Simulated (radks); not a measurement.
Results of a calculation; reference values are marked as such.
Task: Code: a radial shooting solver on a logarithmic mesh with Libxc functionals. Model: scalar-relativistic Kohn-Sham, LB94 model potential, spin-unpolarised, spherical densities, finite nucleus; Fermi nuclear charge, rms radius of each element as measured or else 0.836 A^(1/3) + 0.57 fm. Response by self-consistent Sternheimer equations with the Hartree and adiabatic LDA kernel, the relativistic mass of each level held fixed and spin-orbit coupling left out. For heavy and open-shell atoms this level of theory can miss by tens of per cent. Rank Se+, Sc+, As+, Zr, Gd (NIST ground configurations) by static dipole polarisability, largest first.

Result: Gd 110.0, Zr 91.51, Sc+ 41.15, As+ 15.18, Se+ 13.74 bohr^3.
